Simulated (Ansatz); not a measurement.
Molecule: sum formula SiN3H6Cl, charge 0, multiplicity 1. SMILES: N[Si](N)(N)Cl
Coordinates optimised at B3LYP-D3(BJ)/def2-TZVP (Ansatz, a quantum-chemistry and plane-wave program):
```xyz
11

Si    -0.0735     0.1897    -0.2931
Cl     0.3676    -0.9152     1.4224
N      1.0682    -0.3919    -1.4227
N     -0.0881     1.7972     0.2846
N     -1.5899    -0.0388    -1.0271
H      1.9697    -0.7243    -1.1234
H      1.0829    -0.0453    -2.3686
H     -0.2968     2.5665    -0.3315
H      0.4913     2.0743     1.0594
H     -1.7779    -0.8763    -1.5539
H     -2.4211     0.3414    -0.6042
```

Property: vertical ionisation energy (to the doublet state of charge +1; each state is the SCF solution reached for its spin; the UHF <S^2> is 0.86 for the doublet (pure: 0.75); for the doublet the Hartree-Fock reference is unstable and T1 is 0.021), in eV. Correlated levels leave the core frozen unless marked. Open shells are spin-unrestricted. Spin-orbit coupling is left out. No relativistic terms.  The program attaches cautions to a run behind CCSD/aug-cc-pV(D+d)Z: other roots. The program attaches cautions to a run behind CCSD(T)/aug-cc-pV(D+d)Z: other roots. The program attaches cautions to a run behind CCSD(T)/aug-cc-pV(T+d)Z: other roots.

| level | program | vertical ionisation energy (eV) |
|---|---|---|
| HF/aug-cc-pV(Q+d)Z | Ansatz | 8.62 |
| RI-HF/aug-cc-pV(T+d)Z | Ansatz | 8.62 |
| PBE/def2-TZVPD | Ansatz | 8.79 |
| r2SCAN/def2-TZVPD | Ansatz | 8.95 |
| wB97X-V/def2-TZVPD | Ansatz | 9.62 |
| RI-MP2/aug-cc-pV(Q+d)Z | Ansatz | 10.18 |
| CCSD/aug-cc-pV(D+d)Z | Ansatz | 9.50 |
| CCSD(T)/aug-cc-pV(D+d)Z | Ansatz | 9.46 |
| CCSD(T)/aug-cc-pV(T+d)Z | Ansatz | 9.63 |
